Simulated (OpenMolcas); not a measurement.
Zr I.

| Property | Result |
| --- | --- |
| Program | OpenMolcas |
| Basis | ANO-RCC-VDZP [6s5p3d1f] |
| Scalar Hamiltonian | DKH2, point nucleus |
| Active space | 2 electrons in 5 orbitals (4d) |
| State averaging | 2S+1 = 3 even, 10 roots; 2S+1 = 1 even, 15 roots |
| Spin-orbit coupling | state interaction with AMFI integrals over the reference wave functions, term energies averaged over their components |

Two sets of levels on these reference wave functions, in cm-1 above 4d2 5s2 3F2: one from CASSCF and one from SS-CASPT2, IPEA 0.25 Eh, imaginary shift 0.1 Eh (closed shells correlated: 4s 4p 5s).

```csv
Level,Set 1,Set 2
4d2 5s2 3F2,0.0,0.0
4d2 5s2 3F3,586,609
4d2 5s2 3F4,1306,1326
4d2 5s2 1D2,8160,5150
4d2 5s2 3P0,9210,6990
4d2 5s2 3P1,9430,7230
4d2 5s2 3P2,9960,7700
4d2 5s2 1G4,12350,10300
4d2 5s2 1S0,29400,21060
```

**Question.** Which set is which?

**Answer.** Set 2 is SS-CASPT2. Its levels of the other terms of 4d2 5s2 lie at 0.63 to 0.83 of the other set's values, as expected, since terms of lower spin or lower L gain more correlation energy than the Hund ground term. Against 5 measured levels (NIST Handbook of Basic Atomic Spectroscopic Data) the mean absolute deviation is 1600 cm-1 with it and 2900 cm-1 without; single levels miss by up to 7900 cm-1 with it.

Term energies are means over components that CASPT2 splits; among the terms shown or strongly mixed into the levels shown the widest spread is 480 cm-1 (4d2 5s2 3F, SS-CASPT2). With the s shell closed, the reference lacks s² → p², s² → d² and s → d mixing, so excited terms can stand far too high and out of order, with CASPT2 too. Without dynamic correlation excited terms often stand tens of per cent too high (terms of higher spin than the ground term too low), and those without a measured partner can miss by more than the paired ones (holds for CASSCF). Some terms miss by over 15 % even with CASPT2, which points to a basis or an active space too small for the shells correlated (holds for SS-CASPT2). Computed and measured levels are paired by configuration, term and J; levels that our copy of the source lacks, or whose pairing is in doubt (as where it misses far off the trend of its configuration), stay unpaired and out of the deviations. Levels of configurations outside the active space are missing.
